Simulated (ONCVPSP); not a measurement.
# What one change does to a pseudopotential (Hf, ONCV)

- Element: Hf
- Generator: ONCVPSP 4.0.1
- Type: optimised norm-conserving Vanderbilt (ONCV)
- Functional: PW91
- Relativity: fully relativistic
- Frozen core: [Kr] 4d10 4f14
- Valence charge: 12
- Reference configuration: 5s2 5p6 5d2 6s2
- Partial waves: 5s+6s: rc 1.80 bohr, ncon 3, nbas 6, qcut 6.4 1/bohr, 2 projectors; 5p: rc 1.30 bohr, ncon 4, nbas 7, qcut 5.5 1/bohr, 2 projectors, debl 1.6 Ha; 5d: rc 2.20 bohr, ncon 5, nbas 9, qcut 3.7 1/bohr, 2 projectors, debl 1.7 Ha; f scattering state at 0.12 Ha: rc 2.20 bohr, ncon 3, nbas 7, qcut 5.4 1/bohr, 1 projector
- Local potential: polynomial inside 1.25 bohr (lpopt 1, dvloc0 -1 Ha)
- Core correction: Teter function, fcfact 6, rcfact 1.75

Open shells are filled in proportion to 2j + 1.

All-electron outer shells of the reference configuration (PW91, scalar-relativistic, ld1.x):

```json
{"shell": "5s", "level (eV)": "-67.07", "outermost node (bohr)": "0.55", "outermost maximum (bohr)": "1.01"}
{"shell": "5p", "level (eV)": "-35.62", "outermost node (bohr)": "0.60", "outermost maximum (bohr)": "1.16"}
{"shell": "4f", "level (eV)": "-16.89", "outermost node (bohr)": "–", "outermost maximum (bohr)": "0.45"}
{"shell": "6s", "level (eV)": "-5.16", "outermost node (bohr)": "1.37", "outermost maximum (bohr)": "2.89"}
{"shell": "5d", "level (eV)": "-2.74", "outermost node (bohr)": "0.67", "outermost maximum (bohr)": "1.69"}
```

Change: scalar-relativistic.

Cutoffs: the cutoffs (Ha) at which the residual kinetic energy of the hardest occupied pseudo-wave falls to 1 and 0.1 mHa per electron; they do not see the model core or the augmentation charge, which bear on the density cutoff. Errors are all-electron minus pseudo energies relative to the spin-unpolarised reference configuration.

Problem. How do hardness, ghosts and transferability respond?

Solution. The potential gets neither clearly harder nor softer (76 Ha and 90 Ha → 74 Ha and 89 Ha); of the 3 tests that both files solve, the error grows in 3 and shrinks in 0 by more than 15 % and 0.3 meV (median size 6.1 → 9.0 meV); neither file shows a bound ghost.

| quantity | base | changed |
| --- | --- | --- |
| cutoff, loose | 76 Ha | 74 Ha |
| cutoff, tight | 90 Ha | 89 Ha |
| loose cutoff by channel | s 15 Ha, p 76 Ha, d 45 Ha | s 15 Ha, p 74 Ha, d 41 Ha |
| bound ghosts | none | none |
| GHOST(+) flags under 300 eV | s at 143.5 eV | s at 143.5 eV |
| tests with a reliable result | 3 of 4 | 3 of 4 |
| error for 5s2 5p6 5d2 6s1, meV [ΔE 8.03 eV] | -6.1 | -9.0 |
| error for 5s2 5p6 5d2 6s0, meV [ΔE 22.26 eV] | -50 | -58 |
| error for 5s2 5p6 5d2.5 6s1.5, meV [ΔE 1.25 eV] | -4.2 | -6.0 |
| s: phases at 1.82 bohr within 0.05 rad from the reference energy up to (Ha; the scan ends near 5) | 4.8 | 4.8 |
| rms error of d²Exc/dni dnj with the model core, mHa | 2.20 | 4.25 |
